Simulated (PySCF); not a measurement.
Cd(Et) (C₂H₅Cd), SMILES C[CH2][Cd+], charge +1. Coordinates come from a B3LYP-D3(BJ)/def2-TZVP optimisation. The multiplicity is an assumed one; other spin states were not compared. The isomer is the one that the SMILES or the coordinates give; other isomers of the formula were not compared. The def2 effective core potentials stand for the cores of Cd; spin–orbit coupling is left out.

Calculation: B3LYP-D3(BJ)/def2-TZVP (PySCF).

Harmonic wavenumbers (cm⁻¹): 177, 251, 315, 703, 895, 905, 1040, 1136, 1233, 1389, 1438, 1470, 1496, 2956, 3093, 3110, 3146, 3195. Rotational constants (GHz): 29.50, 2.775, 2.622; symmetry number 1.

Work out the zero-point energy and the ideal-gas rigid-rotor harmonic-oscillator thermochemistry at 298.15 K and 1 atm.

ZPE = ½ Σ hcν = ½ × 27949 cm⁻¹ = 39.96 kcal/mol. H − E(el) = 43.45 kcal/mol. Entropy in cal/(mol K): translation 40.75, rotation 24.82, vibration 6.22, total 71.80. G − E(el) = 22.05 kcal/mol. Cp = 16.18 cal/(mol K).
